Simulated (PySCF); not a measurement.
## Correlation energy of Si (silicon, neutral)

[Ne] 3s1 3p2 4s1, high-spin 5P determinant (an excited configuration). Computed with PySCF 2.14 in aug-cc-pwCVTZ (8s7p5d3f, 75 functions), with no relativity, point nucleus. Frozen: 1s2; 12 electrons correlated.

MP2 pair energies summed by pair of shells (mhartree):

```csv
pair,energy,share (%)
2p-2p,-169.73,63.8
2s-2p,-46.37,17.4
2p-3p,-12.77,4.8
2s-2s,-8.52,3.2
2p-3s,-8.44,3.2
3p-3p,-6.13,2.3
3p-4s,-5.08,1.9
3s-3p,-3.87,1.5
2s-3p,-1.93,0.7
2s-3s,-1.23,0.5
2p-4s,-1.05,0.4
3s-4s,-0.98,0.4
2s-4s,-0.13,0.0
```

Total MP2 correlation energy: -266.24 mhartree.

Same-spin part -86.40 and opposite-spin part -179.84 mhartree; SCS-MP2 scales them by 1/3 and 6/5 to -244.61 mhartree.
